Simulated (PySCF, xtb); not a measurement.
CH₈N₂O₂Si, SMILES CN[Si](N)(O)O.

xtb 6.7.1 with GFN2-xTB at its own geometry gives an orbital gap of 7.52 eV and a dipole moment of 1.32 D.

Geometry: B3LYP-D3(BJ)/def2-SVP. The structure was generated by enumeration, and PubChem lists no compound with its InChIKey, so it may never have been made. Other conformers were not sampled.

Task: What does PBE/def2-TZVP in PySCF give? (The exact figures need the calculation; the answer reports its results.)

Result: gap 5.10 eV (levels -5.30 and -0.20 eV), dipole 1.64 D.
